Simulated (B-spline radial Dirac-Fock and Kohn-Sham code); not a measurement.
# Ionisation of each subshell: Hf⁵³⁺

System: hafnium as Hf⁵³⁺, configuration [Ar] 3d1; nuclear rms radius 5.347 fm (A = 180).

The run's input, task.json:

```json
{"items": [{
  "Z": 72,
  "q": 53,
  "cfg": [[1, 0, 2], [2, 0, 2], [2, 1, 6], [3, 0, 2], [3, 1, 6], [3, 2, 1]],
  "A": 180,
  "rrms": 5.347,
  "do": ["binding"]
}]}
```

Launch: `python xray_run.py task.json out`

Level of theory: ΔSCF Dirac-Fock with Breit, self-energy and vacuum polarisation, finite nucleus, configuration average; a B-spline atomic structure program. Correlation energy is missing from these numbers. Energies are counted from the vacuum level.

All terms are in eV, carry their sign (relaxation lowers the binding energy) and add up to the binding energy; ⟨r⟩ is the mean radius of the orbital in the initial state.

```csv
subshell,−ε (Koopmans),relaxation,Gaunt,retardation,QED,binding energy,⟨r⟩ (bohr)
1s,69437.7,-36.36,-233.14,21.40,-109.51,69080.1,0.019
2s,14950.2,-9.06,-25.74,1.76,-16.11,14901.0,0.079
2p1/2,14443.3,-11.79,-41.94,4.03,0.06,14393.6,0.066
2p3/2,13229.6,-10.03,-28.63,5.68,-1.57,13195.1,0.073
3s,5749.0,-1.19,-6.02,0.55,-4.25,5738.1,0.195
3p1/2,5539.7,-1.47,-10.05,1.14,-0.14,5529.2,0.184
3p3/2,5233.9,-1.23,-6.92,1.62,-0.50,5226.9,0.196
3d,4942.8,-1.69,-3.45,0.71,0.14,4938.5,0.172
```

For the deepest level, K (1s), the Breit terms make up -0.307 % of the binding energy, QED -0.159 % and orbital relaxation -0.053 %.

Spin-orbit splittings: 2p 1198.6 eV, 3p 302.3 eV.

Going to the tabulated ground configuration of the next ion removes an electron from M4,5 (3d), computed at 4938.5 eV. NIST lists 4980 ± 5 eV as the ionisation energy of this species (theoretical), +41.51 eV from the computed value. Where a p, d or f shell is open in either ion the computed value averages over both j values and all terms, while the table refers to the lowest levels; that difference holds spin-orbit splitting (largest in heavy or highly charged ions), term energies where several electrons share open shells, and correlation, and it can reach 10 % or more.
